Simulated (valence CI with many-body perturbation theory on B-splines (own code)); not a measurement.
**V X: calculated level list**

Calculated by relativistic CI+MBPT: four valence electrons over a frozen Dirac-Fock core [Ne], radial functions for each j: 11 s, 11 p, 9 d, 7 f, 5 g, 2 h, 1 i, with the one-electron correlation potential Σ1 (screened to all orders), the two-electron term Σ2, the three-electron term Σ3, Breit, model QED; selected single and double excitations, second order for the rest, scaled by the run's own slope (own B-spline code, finite nucleus).

No measured spectrum was set against this ion. As an estimate, levels of excited configurations hold to 0.05 to 0.15 % of their energy, terms of the ground configuration to about 0.5 %.

Levels 46 to 71 of 71, with energies above the lowest level, 3s²3p² ³P_0. "Leading %" is the weight of the configuration and term that name the level; weights of strongly mixed levels are sums over their largest components and can fall short.

```tsv
No.	Configuration	Term	J	E (eV)	Leading %	Second component	g
46	3s3p²3d	⁵P	3	68.353	98		1.665
47	3s3p²3d	⁵P	2	68.595	98		1.831
48	3s3p²3d	⁵P	1	68.745	98		2.498
49	3s3p²3d	³P	2	70.231	69	24 % 3p⁴ ³P	1.499
50	3s3p²3d	³P	1	70.819	69	24 % 3p⁴ ³P	1.496
51	3s3p²3d	³P	0	71.178	68	24 % 3p⁴ ³P	
52	3s3p²3d	³G	3	72.903	97		0.752
53	3s3p²3d	³G	4	72.991	97		1.050
54	3s3p²3d	³G	5	73.100	98		1.200
55	3s3p²3d	³D	1	74.092	97		0.508
56	3s3p²3d	³D	2	74.141	96		1.167
57	3s3p²3d	³D	3	74.193	93		1.317
58	3s3p²3d	¹G	4	74.690	81	15 % 3s²3d² ¹G	1.005
59	3s3p²3d	¹F	3	75.180	90	4 % 3s3p²3d ³D	1.018
60	3s3p²3d	³F	2	76.773	84	6 % 3s3p²3d ³D	0.706
61	3s3p²3d	³F	3	77.115	81	8 % 3s3p²3d ³D	1.112
62	3s3p²3d	³D	1	77.384	94		0.519
63	3s3p²3d	³D	2	77.553	90	7 % 3s3p²3d ³F	1.132
64	3s3p²3d	³F	4	77.619	89	7 % 3s²3d² ³F	1.245
65	3s3p²3d	¹P	1	77.793	89	4 % 3s3p²3d ³D	0.973
66	3s3p²3d	³D	3	77.863	86	10 % 3s3p²3d ³F	1.303
67	3s3p²3d	³P	0	78.176	78	16 % 3s²3d² ³P	
68	3s3p²3d	³P	1	78.304	76	15 % 3s²3d² ³P	1.499
69	3s3p²3d	³P	2	78.547	73	16 % 3s²3d² ³P	1.495
70	3s3p²3d	³S	1	79.714	95		1.982
71	3s3p²3d	³D	1	80.137	93		0.524
```

Names give the largest LS component (configuration and term), which can be under half, so a name can repeat, a term be missing and a line seem to break the LS rules; names also repeat where a configuration has a term twice.
